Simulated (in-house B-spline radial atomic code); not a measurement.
Configurations of the iron ion Fe⁴⁺, with energies counted from [Ar] 3d4. Level of theory: scalar-relativistic (X2C) TPSSh, spin-polarised, spherical fractional occupations, exact exchange averaged over the configuration, Fermi nucleus of rms radius 3.7377 fm; calculated with a B-spline radial code for spherical atoms. Shells without spins written out take the highest spin.

Occupations are held fixed; configurations that lie above the ionisation limit could autoionise.

```json
{"configuration": "[Ar] 3d3 4p1", "E - E(ref) (eV)": "32.537", "highest orbital": "4p up", "its <r> (bohr)": "2.227"}
{"configuration": "[Ne] 3s2 3p5 3d4 4s1", "E - E(ref) (eV)": "73.078", "highest orbital": "4s up", "its <r> (bohr)": "1.998"}
{"configuration": "[Ne] 3s2 3p5 3d4 4p1", "E - E(ref) (eV)": "81.965", "highest orbital": "4p up", "its <r> (bohr)": "2.212"}
```

Question: Order these further configurations by energy, lowest first.
A. [Ne] 3s2 3p5 3d5
B. [Ne] 3s2 3p5 3d4 4f1
C. [Ar] 3d3 4s1
D. [Ar] 3d3 4f1

Answer: C (23.73 eV), A (48.219 eV), D (54.184 eV), B (103.85 eV).
